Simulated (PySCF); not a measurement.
## A survey of ¹⁹F NMR shifts

[PySCF 2.14.0 with density-fitted response routines: shieldings: GIAO PBE0/pcSseg-1; structure optimised with GFN2-xTB; no solvent model; non-relativistic Hamiltonian; a single conformation; one averaged value for each set of equivalent atoms]

Shieldings were converted by a linear fit to measured shifts: ¹⁹F (scatter 6.0 ppm rms, 7.0 ppm with the 5 outliers that the fit left out vs CFCl3, solution or neat liquid, with a term for F on sp3 carbon). A few per cent of atoms miss by over 2 rms, more outside the fitted compound classes.

(1) Give the ¹⁹F shifts of `CCO[C@@H]1C[C@@H]1[C@@H](F)OC`.

(2) Match the shifts -53.3, -118.5, -139.0, -153.2 ppm to `C=C(C#N)[C@@]1(F)CO1`, `C=Cc1conc1F`, `F/C=C/C1=C(Cl)CC1`, `FC(F)(F)[SiH3]`.

Results:

(1) 
```json
{"compound": "CCO[C@@H]1C[C@@H]1[C@@H](F)OC", "environment": "fluorine on an sp3 carbon", "δ (ppm)": "-137.6"}
```

(2) -53.3: FC(F)(F)[SiH3] (fluorine of a CF3 group); -118.5: F/C=C/C1=C(Cl)CC1 (vinylic fluorine); -139.0: C=Cc1conc1F (aryl fluorine); -153.2: C=C(C#N)[C@@]1(F)CO1 (fluorine on an sp3 carbon).
